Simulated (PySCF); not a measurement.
# PbCl: from constants to spectrum

PBE0 constants of PbCl, ²Π (doublet), unpaired electrons π ↑ (Pb cc-pVTZ-PP with ECP60, Cl cc-pV(T+d)Z; scalar-relativistic core potentials (PySCF 2.14); masses 207.9766 and 34.9689 u):

| Property | Result |
| --- | --- |
| ωe | 314.8 cm⁻¹ |
| ωexe | 0.916 cm⁻¹ |
| Be | 0.092293 cm⁻¹ |
| αe | 0.000377 cm⁻¹ |
| D (centrifugal) | 3.17e-08 cm⁻¹ |
| De to Pb + Cl | 3.77 eV |

**Question.** Give the vibrational terms G(v) and spacings up to v = 6.

**Answer.** G(v) = ωe(v+½) − ωexe(v+½)².

```csv
v,G(v) (cm⁻¹),G(v) − G(v−1),Bv (cm⁻¹)
0,157.2,,0.09210
1,470.1,313.0,0.09173
2,781.3,311.1,0.09135
3,1090.6,309.3,0.09097
4,1398.1,307.5,0.09060
5,1703.7,305.6,0.09022
6,2007.5,303.8,0.08984
```

**Question.** How well does the Morse estimate ωe²/(4ωexe) reproduce De, and what is D0?

**Answer.** It gives 3.35 eV, 89 % of the computed De. D0 = De − G(0) = 3.77 − 0.02 = 3.75 eV.

Spin–orbit coupling is left out, which matters for elements this heavy, above all for dissociation energies. The state is the lowest determinant that a PBE0 search found; another state may lie lower at other levels.
